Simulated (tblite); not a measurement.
Compound: C2H8GeOS.
Bonds: C1–O2, O2–Ge3, Ge3–S4, S4–C5. Hydrogens: H6, H7, H8 on C1; H9, H10 on Ge3; H11, H12, H13 on C5.

Computed with GFN2-xTB (tblite), gas phase: L-BFGS steps from a force-field or distance-geometry start until the largest atomic force falls under 0.01 eV/Å.

Geometry at step 9:
```
atom  x, y, z in Å
C1     -2.0296   -0.4472   -0.0046
O2     -1.1106    0.4366    0.6133
Ge3     0.0140    1.2914   -0.4512
S4      1.4107   -0.2245   -1.2445
C5      2.0859   -0.7175    0.3915
H6     -2.6826    0.0901   -0.6989
H7     -2.6289   -0.9055    0.7812
H8     -1.5239   -1.2340   -0.5769
H9      0.6634    2.2918    0.4841
H10    -0.8712    1.8724   -1.5363
H11     2.5032    0.1527    0.8994
H12     1.2989   -1.1648    0.9974
H13     2.8663   -1.4411    0.1776
```

Question: Give the atomic forces at this geometry.

Answer: 
| atom | Fx (eV/Å) | Fy (eV/Å) | Fz (eV/Å) |
| --- | --- | --- | --- |
| C1 | -0.006 | -0.038 | -0.003 |
| O2 | -0.087 | -0.094 | -0.032 |
| Ge3 | -0.098 | 0.139 | -0.013 |
| S4 | 0.140 | 0.013 | 0.137 |
| C5 | -0.018 | 0.017 | -0.101 |
| H6 | -0.060 | 0.001 | 0.068 |
| H7 | 0.002 | 0.027 | 0.018 |
| H8 | 0.033 | 0.013 | 0.106 |
| H9 | -0.103 | -0.106 | -0.051 |
| H10 | 0.165 | 0.101 | -0.058 |
| H11 | -0.018 | -0.101 | -0.076 |
| H12 | 0.083 | 0.016 | -0.076 |
| H13 | -0.033 | 0.014 | 0.081 |

The largest, 0.20 eV/Å, acts on H10 (S4 within 3 % of it); the rms over all components is 0.075 eV/Å. The forces sum to zero within rounding, as they must for an isolated molecule in no field.

Question: Give the force on H10 in Eh/bohr and in nN.

Answer: 0.202 eV/Å ÷ 51.422 = 0.00393 Eh/bohr, and 0.202 eV/Å × 1.602 = 0.32 nN.

Question: How far is this geometry from the end of the optimisation?

Answer: 0.070 eV above it, and 0.209 Å rms away after alignment. The bonds farthest from their final lengths, with half the difference of the two atoms' forces along the bond (positive lengthens):

```
  bond  now (Å)  final (Å)  force along bond (eV/Å)
Ge3–H9    1.516      1.504                    -0.09
 S4–C5    1.837      1.828                    -0.14
Ge3–S4    2.209      2.215                    +0.09
O2–Ge3    1.769      1.763                    +0.05
 C1–O2    1.417      1.412                    -0.05
C5–H11    1.091      1.086                    -0.04
```

The angle farthest from its final value is C1–O2–Ge3, 116.8° against 126.6°.

The cost below is that of the whole relaxation. Hardware: one thread of an Arm Neoverse N1, shared host with 64 logical CPUs at a one-minute load of 15. Cost: 0.55 s wall.
